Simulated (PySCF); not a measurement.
Rigid-rotor lines calculated for a species of formula C9H12O2 (commonest isotopes; PBE0-D3(BJ)/def2-SVP geometry optimisation, gas phase (PySCF 2.14.0)), labelled J(Ka,Kc):

```csv
transition,MHz
"1(1,0) ← 0(0,0)",4003.5
"2(1,2) ← 1(1,1)",1962.1
"1(0,1) ← 0(0,0)",1004.4
"2(0,2) ← 1(0,1)",2008.2
"2(1,1) ← 1(1,0)",2055.4
```

**Question.** Find the rotational constants.

**Answer.** 1(0,1) ← 0(0,0) is B + C, 2(1,1) ← 1(1,0) is 3B + C and 2(1,2) ← 1(1,1) is B + 3C, so B − C is half the difference of the last two, 46.7 MHz. 1(1,0) ← 0(0,0) is A + B. A = 3478.0, B = 525.5, C = 478.9 MHz.

**Question.** What moments of inertia, asymmetry and inertial defect follow?

**Answer.** I = 505379 MHz·u·Å² over each constant: Ia = 145.31, Ib = 961.70, Ic = 1055.34 u·Å²; κ = (2B − A − C)/(A − C) = -0.969 (near-prolate asymmetric top); Δ = Ic − Ia − Ib = -51.67 u·Å².

**Question.** Which dipole components do these lines need?

**Answer.** μa and μc (a-type: ΔKa even, ΔKc odd; c-type: ΔKa odd, ΔKc even). The calculation gives |μa| = 0.14 D, |μb| = 0.06 D, |μc| = 0.24 D.

**Question.** Predict further lines from these constants: 2(2,1) ← 2(1,1); 4(4,1) ← 4(3,1); 4(1,3) ← 3(0,3); 4(3,2) ← 3(3,1); 4(4,0) ← 3(3,0); 3(2,2) ← 3(1,2); 4(3,1) ← 3(2,1); 4(2,2) ← 3(2,1); 3(1,2) ← 2(0,2); 4(3,2) ← 4(2,2); 4(0,4) ← 3(0,3); 3(2,1) ← 2(1,1).

**Answer.** 
```json
{"transition": "4(0,4) ← 3(0,3)", "MHz": "4012", "type": "a", "branch": "R"}
{"transition": "4(3,2) ← 3(3,1)", "MHz": "4019", "type": "a", "branch": "R"}
{"transition": "4(2,2) ← 3(2,1)", "MHz": "4023", "type": "a", "branch": "R"}
{"transition": "3(1,2) ← 2(0,2)", "MHz": "6129", "type": "c", "branch": "R"}
{"transition": "4(1,3) ← 3(0,3)", "MHz": "7228", "type": "c", "branch": "R"}
{"transition": "3(2,2) ← 3(1,2)", "MHz": "8788", "type": "c", "branch": "Q"}
{"transition": "2(2,1) ← 2(1,1)", "MHz": "8858", "type": "c", "branch": "Q"}
{"transition": "3(2,1) ← 2(1,1)", "MHz": "11873", "type": "c", "branch": "R"}
{"transition": "4(3,2) ← 4(2,2)", "MHz": "14873", "type": "c", "branch": "Q"}
{"transition": "4(3,1) ← 3(2,1)", "MHz": "18895", "type": "c", "branch": "R"}
{"transition": "4(4,1) ← 4(3,1)", "MHz": "20830", "type": "c", "branch": "Q"}
{"transition": "4(4,0) ← 3(3,0)", "MHz": "24848", "type": "c", "branch": "R"}
```

**Question.** Which structure gave them?

**Answer.** `CCOC1=CC=C(OC)C=C1` (p-ethoxyanisole), point group C1. Three constants can't fix a structure by themselves; this is the one that was computed:
```
atom  x, y, z in Å
C1    -3.378    1.051   -0.736
C2    -3.044   -0.247   -0.028
O3    -1.951   -0.921   -0.605
C4    -0.686   -0.508   -0.349
C5     0.331   -1.177   -1.034
C6     1.671   -0.854   -0.834
C7     2.019    0.160    0.066
O8     3.289    0.549    0.330
C9     4.335   -0.088   -0.341
C10    1.003    0.832    0.749
C11   -0.335    0.509    0.550
H12   -4.281    1.503   -0.298
H13   -3.568    0.863   -1.803
H14   -2.559    1.782   -0.661
H15   -3.886   -0.949   -0.112
H16   -2.873   -0.084    1.052
H17    0.048   -1.968   -1.730
H18    2.434   -1.403   -1.387
H19    4.374   -1.170   -0.117
H20    4.263    0.040   -1.437
H21    5.266    0.377    0.008
H22    1.285    1.623    1.446
H23   -1.097    1.060    1.103
```

The values belong to one conformer (point group C1) with, in the numbering `[CH3:1][CH2:2][O:3][c:4]1[cH:5][cH:6][c:7]([O:8][CH3:9])[cH:10][cH:11]1`, C1–C2–O3–C4 78°, C2–O3–C4–C5 -176°, C6–C7–O8–C9 1°. PBE0-D3(BJ)/def2-SVP frequencies: not computed here. These are rigid-rotor constants of the computed structure; measured ground-state constants (B0) also hold zero-point vibration. A rigid rotor knows nothing of internal rotation, which can split or shift real lines.
